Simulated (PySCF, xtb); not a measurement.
Zr(F)3(OH) (F3HOZr), SMILES [F][Zr]([OH])([F])[F], multiplicity 1.

GFN2-xTB in xtb at its own geometry gives an orbital gap of 5.40 eV and a dipole moment of 3.53 D.

Coordinates come from a B3LYP-D3(BJ)/def2-SVP optimisation. The multiplicity is an assumed one; no other spin state was optimised. The structure was generated by enumeration; whether it is a known compound was not checked. The def2 effective core potentials stand for the cores of Zr; spin–orbit coupling is left out. The values are those of a single conformer.

Problem. What does PySCF with PBE/def2-TZVP give? (The exact figures need the calculation; the answer reports its results.)

Solution. gap 6.82 eV (levels -8.49 and -1.67 eV), dipole 2.66 D.
